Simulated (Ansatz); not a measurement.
Ansatz (a program for electronic structure) input (B3LYP-D3(BJ)/def2-TZVP):

Ansatz 0.2 input:
```yaml
crystal:
  periodic: [false, false, false]
  atoms:
    - {symbol: Si, position_ang: [-0.01014766, 0.01439914, 0.63311610]}
    - {symbol: F, position_ang: [1.06775889, -0.71365869, -0.45945974]}
    - {symbol: F, position_ang: [-1.05197364, 0.69126002, -0.52538753]}
basis:
  gaussian:
    orbitals: def2-TZVP
hamiltonian:
  xc: b3lyp
  dispersion: d3bj
total_charge: -1
magnetization: {spin_polarized: true, initial_magnetization: 1}
phonons: {temperatures: {t_min: 298.15, t_max: 298.15, t_step: 100}}
```

Output:

```
Functional definition: B3LYP
integrals: 0.02 GiB planned
573 factors; their error is unknown
mean field: 0.31 GiB planned
mean field evaluation 1: about -13315.8831 eV, gradient 1.9e1 eV
mean field evaluation 2: about -13314.4523 eV, gradient 3.2e1 eV
mean field evaluation 4: about -13317.2544 eV, gradient 5.1e-1 eV
mean field evaluation 8: about -13317.2971 eV, gradient 8.5e-2 eV
mean field evaluation 16: about -13317.2971 eV, gradient 6.9e-6 eV
mean field -13317.29708564 eV, -489.4016411090 hartree, gradient 6.7e-6 eV, S^2 0.756999; 0 other end points of the search recorded, 0 dependent functions left out
the calculation of the forces begins
reference -13317.29726047 eV, -489.4016475338 hartree; 17, 16 occupied and 82, 83 virtual orbitals, 573 factors
these checks for a lower state are left out or cut short: stability, starts, cluster_reference, orbital_swaps, neighbouring_geometries, increment
integrals: 0.02 GiB planned
573 factors; their error is unknown
mean field: 0.31 GiB planned
mean field -13317.29704087 eV, -489.4016394638 hartree, gradient 2.8e-6 eV, S^2 0.757004; 0 other end points of the search recorded, 0 dependent functions left out
the calculation of the forces begins
reference -13317.29721570 eV, -489.4016458887 hartree; 17, 16 occupied and 82, 83 virtual orbitals, 573 factors
these checks for a lower state are left out or cut short: stability, starts, cluster_reference, orbital_swaps, neighbouring_geometries, increment
integrals: 0.02 GiB planned
573 factors; their error is unknown
mean field: 0.31 GiB planned
mean field evaluation 32: about -13317.2970 eV, gradient 2.1e-6 eV
mean field -13317.29704821 eV, -489.4016397336 hartree, gradient 2.1e-6 eV, S^2 0.756994; 0 other end points of the search recorded, 0 dependent functions left out
the calculation of the forces begins
reference -13317.29722304 eV, -489.4016461584 hartree; 17, 16 occupied and 82, 83 virtual orbitals, 573 factors
these checks for a lower state are left out or cut short: stability, starts, cluster_reference, orbital_swaps, neighbouring_geometries, increment
integrals: 0.02 GiB planned
573 factors; their error is unknown
mean field: 0.31 GiB planned
mean field -13317.29705577 eV, -489.4016400112 hartree, gradient 1.0e-6 eV, S^2 0.757001; 0 other end points of the search recorded, 0 dependent functions left out
the calculation of the forces begins
reference -13317.29723060 eV, -489.4016464362 hartree; 17, 16 occupied and 82, 83 virtual orbitals, 573 factors
these checks for a lower state are left out or cut short: stability, starts, cluster_reference, orbital_swaps, neighbouring_geometries, increment
integrals: 0.02 GiB planned
573 factors; their error is unknown
mean field: 0.31 GiB planned
mean field -13317.29704224 eV, -489.4016395143 hartree, gradient 1.4e-6 eV, S^2 0.756997; 0 other end points of the search recorded, 0 dependent functions left out
the calculation of the forces begins
reference -13317.29721707 eV, -489.4016459389 hartree; 17, 16 occupied and 82, 83 virtual orbitals, 573 factors
these checks for a lower state are left out or cut short: stability, starts, cluster_reference, orbital_swaps, neighbouring_geometries, increment
integrals: 0.02 GiB planned
573 factors; their error is unknown
mean field: 0.31 GiB planned
mean field -13317.29707040 eV, -489.4016405491 hartree, gradient 1.8e-6 eV, S^2 0.757002; 0 other end points of the search recorded, 0 dependent functions left out
the calculation of the forces begins
reference -13317.29724523 eV, -489.4016469740 hartree; 17, 16 occupied and 82, 83 virtual orbitals, 573 factors
these checks for a lower state are left out or cut short: stability, starts, cluster_reference, orbital_swaps, neighbouring_geometries, increment
integrals: 0.02 GiB planned
573 factors; their error is unknown
mean field: 0.31 GiB planned
mean field -13317.29707450 eV, -489.4016406998 hartree, gradient 1.7e-6 eV, S^2 0.756996; 0 other end points of the search recorded, 0 dependent functions left out
the calculation of the forces begins
reference -13317.29724933 eV, -489.4016471246 hartree; 17, 16 occupied and 82, 83 virtual orbitals, 573 factors
Total energy: -13317.35029081 eV, -489.4035963629 hartree
Atom 0 at    -0.010148     0.014399     0.633116 Å, force    -0.000030     0.000043     0.001899 eV/Å
Atom 1 at     1.067759    -0.713659    -0.459460 Å, force    -0.000350     0.000221    -0.000961 eV/Å
Atom 2 at    -1.051974     0.691260    -0.525388 Å, force     0.000381    -0.000264    -0.000938 eV/Å
Dipole moment:     0.003747    -0.005317    -0.233783 e Å
Vibrations: 294.61 649.20 671.74 cm⁻¹, zero-point energy 0.100151 eV
```
